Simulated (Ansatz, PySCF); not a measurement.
H₆BN, charge +1, doublet, at a GFN2-xTB geometry (a state made from the parent by changing its charge; the spin is typed, not shown lowest). Base run: BHANDHLYP/STO-3G (PySCF).

PySCF was given this input:
```python
from pyscf import gto, scf, dft

mol = gto.Mole()
mol.atom = '''
    B    -0.851037    0.060965   -0.059266
    N     0.704006   -0.076802    0.021988
    H    -1.310669   -0.658179   -0.862416
    H    -1.210109    1.215258   -0.097623
    H    -1.371797    0.056648    1.032333
    H     0.958971   -1.043415    0.247455
    H     1.138764    0.537814    0.714400
    H     1.121981    0.124665   -0.891736
'''
mol.basis = 'sto-3g'
mol.charge = 1
mol.spin = 1
mol.verbose = 4
mol.build()

mf = dft.UKS(mol)
mf.xc = 'bhandhlyp'
mf.kernel()
```

The same geometry, method and basis name were run in Ansatz (a quantum-chemistry and plane-wave program) and PySCF, at each program's defaults and at the settings that a row names. The base is PySCF at its defaults. Differences at the defaults can come from grids, fitting, cores and function types together.

| code and settings | ΔE vs base (µEh) | basis functions | E (Eh) | SCF cycles |
|---|---|---|---|---|
| PySCF, defaults (exact integrals, its default grid, spherical functions) | 0.0 | 16 | -81.81101 | 8 |
| Ansatz, defaults (factorised integrals, its default grid, spherical functions) | 1.6 | 16 | -81.81100 | - |
| PySCF, density fitting with def2-universal-jkfit | -450 | 16 | -81.81146 | 8 |
| PySCF, fine grid | 0.5 | 16 | -81.81100 | 8 |
| Ansatz, high accuracy | 0.3 | 16 | -81.81101 | - |

Open shells are given as the SCF converged; they aren't shown to be the lowest states, and a large step between rows can be another state.
